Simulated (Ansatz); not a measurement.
Input file for Ansatz (a program for electronic structure): U-B3LYP/def2-TZVPP on I2, a point of a bond scan (R = 5.390 Å). Elements past Kr take the def2 small-core potentials; no spin–orbit coupling.

Ansatz 0.2 input:
```yaml
crystal:
  periodic: [false, false, false]
  atoms:
    - {symbol: I, position_ang: [-0.00000000, -0.00000000, -1.34740410]}
    - {symbol: I, position_ang: [0.00000000, 0.00000000, 4.04221230]}
basis:
  gaussian:
    orbitals: def2-TZVPP
hamiltonian:
  xc: {name: B3LYP}
magnetization: {spin_polarized: true, initial_magnetization: 0}
```

Program output:

```
WARN ansatz: RAYON_NUM_THREADS=1 ignored (pool sized by the plan → 1); use --threads N
Functional definition: B3LYP
integrals: 0.04 GiB planned
960 factors; integrals over basis functions are off by at most 1.2e-4 eV
mean field: 0.56 GiB planned
mean field evaluation 1: about -16204.6803 eV, gradient 4.8e0 eV
mean field evaluation 2: about -16204.7726 eV, gradient 1.7e0 eV
mean field evaluation 4: about -16204.7839 eV, gradient 7.5e-2 eV
mean field evaluation 8: about -16204.7846 eV, gradient 9.2e-3 eV
mean field evaluation 16: about -16204.9871 eV, gradient 1.3e0 eV
mean field evaluation 32: about -16205.9294 eV, gradient 7.4e-3 eV
mean field evaluation 64: about -16205.9294 eV, gradient 3.1e-5 eV
mean field evaluation 96: about -16205.1858 eV, gradient 1.7e-5 eV
mean field evaluation 128: about -16205.1362 eV, gradient 4.4e0 eV
mean field evaluation 160: about -16205.9301 eV, gradient 1.3e-2 eV
mean field evaluation 192: about -16205.9304 eV, gradient 2.8e-3 eV
mean field evaluation 224: about -16205.9296 eV, gradient 1.8e-1 eV
mean field evaluation 256: about -16205.9299 eV, gradient 1.9e-2 eV
mean field evaluation 288: about -16205.9286 eV, gradient 4.0e-1 eV
mean field evaluation 320: about -16205.9304 eV, gradient 1.5e-2 eV
mean field evaluation 352: about -16205.9171 eV, gradient 1.6e-2 eV
mean field -16205.93044371 eV, -595.5569590321 hartree, gradient 1.6e-6 eV, S^2 1.004564; 26 other end points of the search recorded, 0 dependent functions left out
reference -16205.93066342 eV, -595.5569671064 hartree; 25, 25 occupied and 75, 75 virtual orbitals, 960 factors
Total energy: -16205.93066342 eV, -595.5569671064 hartree
```

The run converged. Its determinant has ⟨S²⟩ = 1.00, a mixture of spin states.

Cost: about 50 core-seconds (a rough figure).
